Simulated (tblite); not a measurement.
Compound: C5H9O2P.
Structure used (GFN2-xTB), in Å, numbered top down from 1:
```
atom  x, y, z in Å
C1     2.8646    0.0819    0.3183
C2     1.6893    0.6100    0.6054
P3     0.2864    0.6141   -0.5465
O4    -0.3594    1.9202   -0.7285
O5     0.8990    0.0545   -1.9326
C6    -0.8123   -0.7207    0.0108
C7    -1.7454   -0.3584    1.1268
C8    -2.2727   -0.5166   -0.2577
H9     3.0400   -0.3950   -0.6319
H10    3.6896    0.1044    1.0129
H11    1.4908    1.0967    1.5500
H12    0.7003    0.7036   -2.6105
H13   -0.3981   -1.7179   -0.0282
H14   -1.6766    0.6454    1.5204
H15   -1.9766   -1.1113    1.8656
H16   -2.8749   -1.3808   -0.4949
H17   -2.5510    0.3818   -0.7893
```

Calculated harmonic vibrations of the isolated species, GFN2-xTB (tblite), most abundant isotopes, no scaling. This tight-binding method is rough: wavenumbers can miss measured ones by several per cent, in bad cases by 10 to 20. One conformer, not necessarily the lowest.

Harmonic wavenumbers (cm⁻¹): 33.9, 42.1, 130.8, 161.0, 171.0, 210.3, 241.8, 304.2, 351.7, 398.2, 456.0, 553.6, 656.5, 743.0, 805.6, 810.2, 834.0, 887.6, 912.9, 972.0, 984.2, 988.7, 1012.4, 1015.5, 1068.2, 1071.3, 1089.6, 1151.1, 1205.2, 1222.4, 1263.9, 1333.8, 1389.2, 1422.6, 1475.7, 1676.3, 3056.6, 3060.1, 3079.3, 3081.5, 3085.5, 3085.7, 3103.4, 3119.9, 3573.4.

A = 2802, B = 1332, C = 1184 MHz; mass 132.034 u (most abundant isotopes); point group C1, symmetry number 1.

Problem. What is the zero-point energy?

Solution. Half the sum of the wavenumbers: 28646 cm⁻¹ = 342.68 kJ/mol.

Problem. Entropy at 273.15 K, 1 bar (ideal gas, RRHO, classical rotation)?

Solution. Translation 167.94, rotation 118.89, vibration 114.12: S = 401.0 J/(mol K).

Problem. And Cp and H(273.15 K) − H(0)?

Solution. Cp = 144.84 J/(mol K), of which vibrations give 111.58 (their classical limit is 45 R = 374.2); H(273.15 K) − H(0) = 24.89 kJ/mol without the zero-point energy, 15.80 from vibrations.

Problem. Which modes carry the vibrational entropy at 273.15 K?

Solution. 33.9 cm⁻¹: 22.65; 42.1 cm⁻¹: 20.85; 130.8 cm⁻¹: 11.57; 161.0 cm⁻¹: 9.93; 171.0 cm⁻¹: 9.46; 210.3 cm⁻¹: 7.88 J/(mol K); the other 39 give 31.78 together.

Problem. What must be added to the electronic energy to get the Gibbs energy at 273.15 K and 1 bar?

Solution. ZPE + [H(273.15 K) − H(0)] − T·S = 342.68 + 24.89 − 109.52 = 258.05 kJ/mol.

Hindered rotation and anharmonicity are outside this model. Other conformers, if any are populated, would add a mixing term that is left out. The structure is chiral; the term R ln 2 for an equal mix with its mirror image is left out.
